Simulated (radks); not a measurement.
Valence configurations of neutral europium (all share [Xe]). Method: Dirac Kohn-Sham, BLYP, spin-unpolarised, spherical densities, point nucleus; open shells fill j = l - 1/2 first; computed with a radial shooting solver on a logarithmic mesh with Libxc functionals. Energies are relative to 4f7 6s2; eigenvalues in eV.

| valence | E (eV) | e(4f5/2) | e(4f7/2) | e(5d3/2) | e(6p1/2) | e(6s1/2) |
|---|---|---|---|---|---|---|
| 4f7 6s2 | 0.000 | -2.645 | -2.033 | - | - | -3.489 |
| 4f6 5d1 6s2 | 2.636 | -8.188 | - | -2.580 | - | -3.892 |
| 4f7 5d0.5 6s1.5 | 1.020 | -2.073 | -1.462 | -1.207 | - | -3.309 |
| 4f6.5 5d0.5 6s1.5 6p0.5 | 2.002 | -5.873 | -5.232 | -2.519 | -1.539 | -4.059 |
| 4f5.5 5d0.5 6s1.5 6p1.5 | 10.039 | -15.084 | - | -5.709 | -2.396 | -5.559 |
| 4f6 5d1.5 6s1.5 | 3.350 | -7.380 | - | -2.114 | - | -3.652 |
| 4f7 6s1.5 6p0.5 | 1.174 | -3.250 | -2.638 | - | -1.455 | -3.848 |
| 4f7 6s1 6p1 | 2.392 | -3.818 | -3.205 | - | -1.692 | -4.172 |

NIST lists [Xe] 4f7 6s2 as the ground configuration; this level of theory agrees among the configurations tried. The energies are those of spherical spin-averaged densities, not of single terms. No valid solution was reached for [Xe] 4f9; [Xe] 4f8.5 5d0.5.
